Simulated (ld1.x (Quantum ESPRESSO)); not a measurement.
What one change does to a pseudopotential (N (Z = 7), TM)

ld1.x (Quantum ESPRESSO) 7.5 input, shortened:

```
&input
   title='N', zed=7., rel=0, dft='BP', iswitch=3,
   config='[He] 2s2 2p3'
 /
 &inputp
   pseudotype=2, tm=.true., lloc=-1, rcloc=1.25,
   nlcc=.false.
 /
2
2S  1  0   2.00   0.00  0.65  0.65  0.0
2P  2  1   3.00   0.00  1.35  1.35  0.0
 &test
   configts(1)='2s2 2p3'
 /
```

Change: core correction a·sin(br)/r model core inside 0.72 bohr.

Cutoffs: the cutoffs (Ry, on a coarse ladder) from which the occupation-weighted sum of valence levels, in a spherical-Bessel basis at the reference potential, stays within 10 and 1 mRy of its value at 400 Ry; they do not see the model core or the augmentation charge, which bear on the density cutoff. Errors are all-electron minus pseudo energies relative to the spin-unpolarised reference configuration.

Problem. What does the change do?

Solution. Of the 7 tests that both files solve, the error grows in 0 and shrinks in 7 by more than 15 % and 0.3 meV (median size 28.7 → 21.3 meV); neither file shows a bound ghost. Exchange and correlation are not linear in the density, so unscreening with the valence charge alone errs where core and valence overlap; a model core restores that term. A model core, the more so a compact one, raises the density cutoff, which this test does not measure.

```csv
quantity,base,changed
"cutoff, loose",180 Ry,180 Ry
"cutoff, tight",over 300 Ry,over 300 Ry
bound ghosts,none,none
"error for 2s2 2p2, meV [ΔE 13.69 eV]",+9.7,+8.1
"error for 2s2 2p1, meV [ΔE 42.61 eV]",+106,+89
"error for 2s2 2p0, meV [ΔE 89.72 eV]",+541,+446
"error for 2s1 2p0, meV [ΔE 167.57 eV]",+854,+688
"error for 2s1 2p3, meV [ΔE 25.45 eV]",+6.3,+1.9
"error for 2s1 2p4, meV [ΔE 11.48 eV]",+29,+21
"error for 2s2 2p2.5, meV [ΔE 5.14 eV]",+1.3,+1.0
s: phases at 1.51 bohr within 0.05 rad from the reference energy up to (Ry; the scan ends near 5),to the end of the scan,to the end of the scan
p: phases at 1.51 bohr within 0.05 rad from the reference energy up to (Ry; the scan ends near 5),to the end of the scan,to the end of the scan
```
